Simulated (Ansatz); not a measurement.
Mulliken charges of CH₅AlBN (`[BH2][Al]1[CH2][NH]1`) from PBE/def2-TZVPP in Ansatz (PBE0-D4/def2-TZVP geometry).

```tsv
atom	x (Å)	y (Å)	z (Å)	charge (e)
B1	-0.945	1.759	-1.320	-0.069
Al2	-0.117	0.190	-0.188	0.237
C3	0.673	-1.482	0.400	-0.229
N4	0.398	-0.383	1.361	-0.324
H5	-0.254	2.556	-1.884	0.047
H6	-2.126	1.872	-1.471	0.047
H7	0.079	-2.391	0.528	0.079
H8	1.726	-1.717	0.225	0.078
H9	0.654	-0.449	2.331	0.133
```

Problem. By hand: the dipole of these point charges (1 e Å = 4.8032 D).

Solution. Σ q r = (-0.130, 0.213, -0.274) e Å, of length 0.371 e Å = 1.78 D.

Problem. How does the dipole of the full density compare? (Best estimate.)

Solution. Computed: (-0.044, 0.123, -0.042) e Å, 0.66 D; the point charges give 2.70 times that, at 31° from its direction.

Point charges leave out the atoms' own dipoles, such as those of lone pairs, and Mulliken's split depends on the basis, so the two needn't agree.
